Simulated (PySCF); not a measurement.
## How far are cheaper levels from CCSD(T)/CBS for RbCa?

PySCF; the state is a doublet (σ ↑). The composite is CCSD(T) extrapolated to the basis-set limit from two correlation-consistent sets, with core-valence (CV) and scalar-relativistic (SR) terms as its label shows; it has no spin–orbit coupling and nothing beyond (T). Here it is CCSD(T)/CBS(DT). It gives Re = 4.414 Å, ωe = 54.1 cm⁻¹ and De = 0.14 eV to Rb + Ca.

| level | basis | relativity | Re (Å) | ωe (cm⁻¹) | De (eV) |
| --- | --- | --- | --- | --- | --- |
| ROHF-MP2 | def2-SVP | scalar-relativistic core potentials | 4.792 | 35.8 | 0.09 |
| ROHF-CCSD | def2-SVP | scalar-relativistic core potentials | 4.689 | 40.3 | 0.10 |
| ROHF-CCSD(T) | def2-SVP | scalar-relativistic core potentials | 4.620 | 43.9 | 0.12 |
| PBE | def2-SVP | scalar-relativistic core potentials | 4.400 | 62.4 | 0.24 |
| revPBE | def2-SVP | scalar-relativistic core potentials | 4.478 | 59.5 | 0.21 |
| PBE0 | def2-SVP | scalar-relativistic core potentials | 4.441 | 60.5 | 0.21 |
| PBE0 | x2c-TZVPall | spin-free X2C | 4.435 | 60.1 | 0.21 |
| HSE06 | def2-SVP | scalar-relativistic core potentials | 4.444 | 59.8 | 0.21 |
| MN15 | def2-SVP | scalar-relativistic core potentials | 4.583 | 43.6 | 0.18 |
| BHandHLYP | def2-SVP | scalar-relativistic core potentials | 4.628 | 45.8 | 0.08 |

**Question.** Give the difference of each row from the composite.

**Answer.** 

| level | basis | ΔRe (pm) | Δωe (%) | ΔDe (eV) |
| --- | --- | --- | --- | --- |
| ROHF-MP2 | def2-SVP | +37.8 | -33.8 | -0.05 |
| ROHF-CCSD | def2-SVP | +27.5 | -25.5 | -0.04 |
| ROHF-CCSD(T) | def2-SVP | +20.6 | -18.9 | -0.02 |
| PBE | def2-SVP | -1.4 | +15.3 | +0.10 |
| revPBE | def2-SVP | +6.4 | +10.0 | +0.07 |
| PBE0 | def2-SVP | +2.7 | +11.8 | +0.07 |
| PBE0 | x2c-TZVPall | +2.1 | +11.1 | +0.07 |
| HSE06 | def2-SVP | +3.0 | +10.5 | +0.07 |
| MN15 | def2-SVP | +16.9 | -19.4 | +0.04 |
| BHandHLYP | def2-SVP | +21.4 | -15.3 | -0.06 |

**Question.** Which rows come closest in De?

**Answer.** ROHF-CCSD(T) in def2-SVP (-0.02 eV), counted from the composite.

Correlated steps freeze the inner cores (5 to 19 orbitals); shallow outer-core shells are correlated. The bond is weak. Basis-set superposition, not corrected here, can be much of De in a small basis, most of all at correlated wavefunction levels. Functionals without a dispersion term scatter widely for such bonds, and LDA overbinds them. Spin–orbit coupling is left out. The state is the lowest determinant that a PBE0 search found; another state may lie lower at other levels.
